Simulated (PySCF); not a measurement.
Te(Cl)4, SMILES Cl[Te](Cl)(Cl)Cl (Cl₄Te), singlet (PBE0/def2-SVP optimised geometry):

```
5

Te    -1.171     0.000     0.000
Cl     1.171     0.000     0.000
Cl    -1.155    -2.447     0.043
Cl    -1.610     0.019     2.301
Cl    -1.154     2.447     0.000
```

Computed with PBE0/def2-TZVP, def2 effective core potentials past Kr (PySCF).

Question: What are the frontier orbital energies and the dipole moment?

Answer: HOMO-2 -9.08 eV, HOMO-1 -9.01 eV, HOMO -8.49 eV, LUMO -3.69 eV, LUMO+1 -3.64 eV; dipole moment 0.98 D.

On the same geometry PBE/def2-TZVP, def2 effective core potentials past Kr (PySCF) gives HOMO-2 -7.68 eV, HOMO-1 -7.60 eV, HOMO -7.36 eV, LUMO -4.34 eV, LUMO+1 -4.33 eV; dipole moment 0.99 D.
